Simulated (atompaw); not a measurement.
**Plane-wave convergence, PAW (atompaw) potential for magnesium**

magnesium (Mg), PAW, made with atompaw 4.2.0.5 (LDA (PW92), scalar-relativistic). Core [Ne], reference 3s1.5 3p0.5. Waves: 3s (bound): rc 3.10 bohr; 3s channel at 0.25 Ry: rc 2.48 bohr; 3p (bound): rc 3.10 bohr; 3p channel at 0.35 Ry: rc 3.10 bohr. Local part: troulliermartins scheme with l = 2 at 0 Ry, radius 2.00 bohr. Core correction: smooth core density matched at 2.00 bohr. Augmentation charge: besselshape compensation charge, radius 2.68 bohr; PAW radius 3.10 bohr; waves and projectors: custom rrkj gramschmidtortho.

The pseudo-atom Hamiltonian at the reference potential is diagonalised in spherical Bessel functions j_l(qr) that vanish at 20 bohr, with q² up to the cutoff. All-electron valence levels (Ry): 3s -0.3900, 3p -0.1312.

**Question.** How do the lowest levels (Ry) of each channel move with the cutoff, and are there ghosts?

**Answer.**

```json
{"cutoff (Ry)": "8", "s #1": "-0.3900", "p #1": "-0.1312", "d #1": "0.0359", "f #1": "0.0950", "f #2": "0.2150", "Σ f·Δε (mRy)": "0.0"}
{"cutoff (Ry)": "10", "s #1": "-0.3900", "p #1": "-0.1312", "d #1": "0.0359", "f #1": "0.0950", "f #2": "0.2150", "Σ f·Δε (mRy)": "0.0"}
{"cutoff (Ry)": "400", "s #1": "-0.3900", "p #1": "-0.1312", "d #1": "0.0358", "f #1": "0.0950", "f #2": "0.2150", "Σ f·Δε (mRy)": "0.0"}
```

Result: no extra level below or beside the all-electron valence levels (s, p, d, f tested); 10 mRy is reached at 6 Ry and 1 mRy at 6 Ry.
